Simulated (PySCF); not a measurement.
From one molecule to another.

First species: CH13O2PSi4.
SMILES: `C[Si@H](P)[SiH](O[SiH3])O[SiH3]`

Second species: C₆H₁₁NSi₂.
Numbering: `[SiH3:1][N:2]([SiH3:3])[c:4]1[cH:5][cH:6][cH:7][cH:8][cH:9]1` (hydrogens: H10, H11, H12 on Si1; H13, H14, H15 on Si3; H16 on C5; H17 on C6; H18 on C7; H19 on C8; H20 on C9)

Levels: PBE0/pcSseg-1 for dipole moment, HOMO energy, LUMO energy and HOMO–LUMO gap; GFN2-xTB for rotational constant A and rotational constant C. Geometries: GFN2-xTB. All species are isolated and taken at one optimised geometry, non-relativistic unless stated. Electronic properties by PySCF.

The conformers computed, where there is a choice (atom-mapped SMILES and torsion angles):
- `[CH3:1][Si@H:2]([PH2:3])[SiH:4]([O:5][SiH3:6])[O:7][SiH3:8]`: C1–Si2–Si4–O5 11°, Si2–Si4–O5–Si6 -94°, Si2–Si4–O7–Si8 88°, H–P3–Si2–C1 -79°, H–P3–Si2–C1 -172°
- `[SiH3:1][N:2]([SiH3:3])[c:4]1[cH:5][cH:6][cH:7][cH:8][cH:9]1`: Si1–N2–C4–C5 -35°

Task: Which of the two has the higher rotational constant C, and by how much?

Result: The second: 0.634 GHz against 0.394 GHz, a difference of 0.240 GHz.

Task: Which of the two has the higher dipole moment, and by how much?

Result: The first: 1.88 D against 0.22 D, a difference of 1.66 D.

Task: Which has the higher rotational constant A?

Result: The second: 2.048 GHz against 1.039 GHz, a difference of 1.009 GHz.

Task: Which of the two has the higher HOMO–LUMO gap, and by how much?

Result: The first: 6.54 eV against 6.05 eV, a difference of 0.49 eV.

Task: Which has the higher HOMO energy?

Result: The second: -6.32 eV against -7.05 eV, a difference of 0.73 eV.

Task: Which of the two has the higher LUMO energy, and by how much?

Result: The second: -0.27 eV against -0.51 eV, a difference of 0.24 eV.

On the first: A dipole of 1.88 D is allowed in C1, and pure rotational transitions are dipole-allowed. In atomic units the dipole is 0.74 e·bohr (1 au = 2.5417 D).

On the second: Point group C2 permits a dipole; with 0.22 D the species has a pure rotational spectrum. The dipole matches unit charges of opposite sign 0.05 Å apart (1 e·Å = 4.8032 D).
